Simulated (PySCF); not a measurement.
## NMR parameters of [YF6]3-

[YF6]3-, [F6Y]3-, point group Oh.

Bonds: Y1-F2 2.210 Å, Y1-F3 2.210 Å, Y1-F4 2.210 Å, Y1-F5 2.211 Å, Y1-F6 2.210 Å, Y1-F7 2.210 Å.

Total charge -3.

GIAO calculations in PySCF 2.14 on the PBE0-D3(BJ)/def2-SVP structure: isolated species, scalar relativity only through the core potential, equivalent atoms averaged; basis pcSseg-1 (def2-TZVP on Y).

Task: Give the isotropic shieldings (ppm) with PBE0, wB97X-D.

Result: 
| atoms | environment | PBE0 | wB97X-D |
| --- | --- | --- | --- |
| F2/F3/F4/F5/F6/F7 | fluorine bonded to Y | 216.7 | 228.3 |
| HOMO–LUMO gap (eV) | – | 6.49 | 9.76 |

Task: And the chemical shifts, against references computed in the same way?

Result: 
```
            atoms  nucleus, reference   PBE0  wB97X-D
F2/F3/F4/F5/F6/F7     $^{19}$F, CFCl3  -39.5    -41.1
```

Task: Which part of the shielding of F2/F3/F4/F5/F6/F7 depends on the functional?

Result: Diamagnetic: PBE0 481, wB97X-D 482 ppm; paramagnetic: PBE0 -265, wB97X-D -253 ppm. The diamagnetic part, set mainly by inner electrons, hardly moves; the paramagnetic part goes with low-lying magnetically allowed excitations and carries the spread.

The ion is multiply charged and has no counter-ions or solvent here.

Y is described by an effective core potential, so it has no shielding of its own here; spin–orbit effects on the atoms bonded to it, which can be large, are absent, and the values of these neighbours are rough. Unscaled 19F shifts against computed CFCl3 carry errors that often reach 10 to 50 ppm.
